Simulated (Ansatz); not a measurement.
`[F][Al]([F])[Br]` + HI → `[F][Al]([F])[I]` + HBr at 500 K and 1 bar (ligand exchange at the Al–Br bond).

Calculated with Ansatz (gas phase, PBE0-D4/def2-TZVP geometries, no zero-point term in ΔE). CCSD(T)/CBS adds triple-zeta CCSD(T) − MP2 to the extrapolated MP2 energy (def2 sets, frozen cores). Elements past krypton have def2 core potentials. For Br, I outer-core shells are correlated without core-valence functions, which leaves a few kJ/mol of doubt a bond. Scalar relativity is left out up to krypton.

```json
{"species": "`[F][Al]([F])[Br]`", "CCSD(T)/CBS energy (Eh)": "-3015.14527", "H − E (kJ/mol)": "46.5", "S (J/(mol·K))": "347.3"}
{"species": "HI", "CCSD(T)/CBS energy (Eh)": "-298.03592", "H − E (kJ/mol)": "28.6", "S (J/(mol·K))": "221.6"}
{"species": "`[F][Al]([F])[I]`", "CCSD(T)/CBS energy (Eh)": "-739.25894", "H − E (kJ/mol)": "46.3", "S (J/(mol·K))": "356.2"}
{"species": "HBr", "CCSD(T)/CBS energy (Eh)": "-2573.91920", "H − E (kJ/mol)": "30.5", "S (J/(mol·K))": "213.7"}
```

H − E and S are ideal-gas, rigid-rotor, harmonic terms from PBE0-D4/def2-TZVP. 1 Eh = 2625.50 kJ/mol, R = 8.31446 J/(mol·K).

Question: By hand: ΔE, ΔH, ΔS and ΔG.

Answer: ΔE = (-739.25894) + (-2573.91920) − (-3015.14527) − (-298.03592) = 0.00305 Eh = 8.0 kJ/mol. Δ(H − E) = 46.3 + 30.5 − 46.5 − 28.6 = 1.7, so ΔH = 9.7 kJ/mol. ΔS = 356.2 + 213.7 − 347.3 − 221.6 = 1.0 J/(mol·K). ΔG = 9.7 − 500 × (1.0)/1000 = 9.2 kJ/mol.

Question: By hand: the equilibrium constant, and the temperature at which ΔG would vanish if ΔH and ΔS stayed fixed.

Answer: log₁₀ K = −ΔG/(RT ln 10) = -1.0. ΔG = 0 at ΔH/ΔS = 9700 K, far beyond where these terms or the molecules hold.

The number of gas molecules stays the same, so ΔS is small and ΔH decides. A doubt of 5 kJ/mol in ΔE shifts log₁₀ K by 0.5 here. These are equilibria of isolated gas molecules and say nothing of rates. Largest T1 diagnostic: 0.011 (customary marks: 0.02 for closed shells, 0.045 for open ones).
